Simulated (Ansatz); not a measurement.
`S[SiH2][GaH2]` + CH₃NH₂ → `CN[SiH2][GaH2]` + H₂S at 600 K and 1 bar (ligand exchange at the Si–S bond).

Gas-phase electronic energies from Ansatz, PBE0-D4/def2-TZVP geometries. CBS: MP2 limit from def2 TZ/QZ plus the TZ coupled-cluster correction, frozen cores. This one scheme is used for every species. For Ga outer-core shells are correlated without core-valence functions, which leaves a few kJ/mol of doubt a bond. Scalar relativity is left out up to krypton. One conformer a species, not always the lowest.

```csv
species,CCSD(T)/CBS energy (Eh),H − E (kJ/mol),S (J/(mol·K))
`S[SiH2][GaH2]`,-2613.80410,160.9,434.7
CH₃NH₂,-95.75281,199.3,283.8
`CN[SiH2][GaH2]`,-2310.57822,291.4,477.5
H₂S,-398.97279,60.8,230.9
```

H − E and S are ideal-gas, rigid-rotor, harmonic terms from PBE0-D4/def2-TZVP, for one conformer and one mirror image of each species. 1 Eh = 2625.50 kJ/mol, R = 8.31446 J/(mol·K).

Question: By hand: ΔE, ΔH, ΔS and ΔG.

Answer: ΔE = (-2310.57822) + (-398.97279) − (-2613.80410) − (-95.75281) = 0.00590 Eh = 15.5 kJ/mol. Δ(H − E) = 291.4 + 60.8 − 160.9 − 199.3 = -8.0, so ΔH = 7.5 kJ/mol. ΔS = 477.5 + 230.9 − 434.7 − 283.8 = -10.1 J/(mol·K). ΔG = 7.5 − 600 × (-10.1)/1000 = 13.6 kJ/mol.

Question: By hand: the equilibrium constant, and the temperature at which ΔG would vanish if ΔH and ΔS stayed fixed.

Answer: log₁₀ K = −ΔG/(RT ln 10) = -1.2. ΔH and −TΔS have one sign here, so there is no such temperature.

TΔS isn't small against ΔH here. A doubt of 5 kJ/mol in ΔE shifts log₁₀ K by 0.4 here. Other conformers and mirror images would add mixing entropy, several J/(mol·K) or more a flexible species. Modes under 60 cm⁻¹, often nearly free rotors, make the harmonic entropy too high. These are equilibria of isolated gas molecules and say nothing of rates. Largest T1 diagnostic: 0.013 (customary marks: 0.02 for closed shells, 0.045 for open ones).

ΔS is within the doubt of such terms, so its sign, and with it that verdict, could turn.
